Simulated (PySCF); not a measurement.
Al(Me)2(F) cation (C2H6AlF), SMILES [CH3][Al]([CH3])[F] (connectivity only; charge and spin as stated), charge +1, multiplicity 2. Atoms are numbered in the order given.

```xyz
10

Al    -0.0995     0.0772    -0.1387
C      1.8253    -0.2588    -0.5452
H      2.1145    -1.2750    -0.2485
H      2.3911     0.5218    -0.0150
H      1.7841    -0.1094    -1.6400
C     -0.4762    -0.5892     1.7542
H     -1.2171    -1.3674     1.5028
H     -0.8996     0.3505     2.1500
H      0.4211    -0.9500     2.2679
F     -1.2661     0.7682    -1.0520
```
Charge +1, spin multiplicity 2.

Geometry: PBE0-D3(BJ)/def2-SVP. The spin state was assumed, not searched. The isomer is the one that the SMILES or the coordinates give; other isomers of the formula were not compared.

Calculation: PBE0/pcH-1 run with PySCF.

Unrestricted Kohn–Sham, ⟨S²⟩ = 0.763. Hyperfine tensors hold the contact and dipolar terms, without spin-orbit corrections.

Computed hyperfine couplings:
| nucleus | A(iso) (MHz) | A(iso) (G) | dipolar principal values (MHz) |
|---|---|---|---|
| 27Al no. 1 | -322.4 | -115.0 | -37.4, -34.0, 71.4 |
| 13C no. 2 | 50.0 | 17.8 | -37.3, -36.8, 74.0 |
| 1H no. 3 | -21.7 | -7.8 | -16.7, -1.7, 18.4 |
| 1H no. 4 | -9.5 | -3.4 | -16.6, -2.2, 18.8 |
| 1H no. 5 | 47.7 | 17.0 | -17.3, -4.9, 22.2 |
| 13C no. 6 | 48.7 | 17.4 | -47.4, -46.8, 94.3 |
| 1H no. 7 | 12.5 | 4.4 | -21.8, -4.3, 26.1 |
| 1H no. 8 | 18.7 | 6.7 | -21.9, -4.6, 26.5 |
| 1H no. 9 | -32.7 | -11.7 | -21.4, -2.4, 23.8 |
| 19F no. 10 | -21.4 | -7.6 | -50.8, -15.2, 66.0 |

Q: And the g tensor (effective nuclear charges for spin-orbit coupling, GIAO)? (An estimate is asked for; the answer gives what the named calculation found.)

A: principal values 2.0001, 2.0028, 2.0050; isotropic 2.0026.
